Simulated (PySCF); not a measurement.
A side-by-side comparison of computed properties.

First species: C3H5FSSi.
InChI=1S/C3H5FSSi/c4-6-2-1-5-3-6/h1-2,6H,3H2/t6-/m0/s1

Second species: C₆H₅ClF₂.
SMILES with atom numbers: `[F:1][C:2]([F:3])([Cl:4])[C:5]1=[CH:6][CH:7]=[CH:8][CH2:9]1` (hydrogens: H10 on C6; H11 on C7; H12 on C8; H13, H14 on C9)

Levels: PBE0/def2-SVPD for dipole moment, HOMO energy, LUMO energy, HOMO–LUMO gap, static isotropic polarisability and electronic spatial extent ⟨r²⟩ about the centre of nuclear charge; TDDFT PBE0/def2-SVPD for lowest singlet excitation; TDA PBE0/def2-SVPD for lowest triplet excitation (Tamm–Dancoff); GFN2-xTB for rotational constant A and rotational constant C. Geometries: GFN2-xTB. All species are isolated and taken at one optimised geometry, non-relativistic unless stated. Electronic properties by PySCF.

Dipoles, sizes and rotational constants follow the conformer. The torsions of the flexible species, by atom-mapped SMILES:
- `[F:1][C:2]([F:3])([Cl:4])[C:5]1=[CH:6][CH:7]=[CH:8][CH2:9]1`: F1–C2–C5–C6 136°

Values for the first species:

| Item | Value |
| --- | --- |
| Dipole moment | 1.26 D |
| HOMO energy | -6.54 eV |
| LUMO energy | -0.87 eV |
| HOMO–LUMO gap | 5.67 eV |
| Lowest singlet excitation | 4.74 eV |
| Lowest triplet excitation (Tamm–Dancoff) | 3.43 eV |
| Static isotropic polarisability | 76.4 au |
| Electronic spatial extent ⟨r²⟩ about the centre of nuclear charge | 825 bohr² |
| Rotational constant A | 4.654 GHz |
| Rotational constant C | 1.422 GHz |

**Question.** Estimate the same properties for the second species, and the change in each.

**Answer.** 
```tsv
property	first	second	second less first
dipole moment	1.26 D	2.96 D	+1.70 D
HOMO energy	-6.54 eV	-7.05 eV	-0.51 eV
LUMO energy	-0.87 eV	-1.61 eV	-0.74 eV
HOMO–LUMO gap	5.67 eV	5.44 eV	-0.23 eV
lowest singlet excitation	4.74 eV	4.78 eV	+0.04 eV
lowest triplet excitation (Tamm–Dancoff)	3.43 eV	2.88 eV	-0.55 eV
static isotropic polarisability	76.4 au	84.0 au	+7.6 au
electronic spatial extent ⟨r²⟩ about the centre of nuclear charge	825 bohr²	1337 bohr²	+512 bohr²
rotational constant A	4.654 GHz	2.516 GHz	-2.138 GHz
rotational constant C	1.422 GHz	0.904 GHz	-0.518 GHz
```

On the first: The principal polarisabilities are 57.1, 78.6 and 93.5 au; their mean is the isotropic value. The 8 singlets span 4.74 to 6.86 eV, and their oscillator strengths add up to 0.16.

On the second: The 8 singlets span 4.78 to 7.43 eV, and their oscillator strengths add up to 0.27. S1 lies 0.66 eV below the HOMO–LUMO gap; its leading configuration is HOMO→LUMO, weight 0.98.
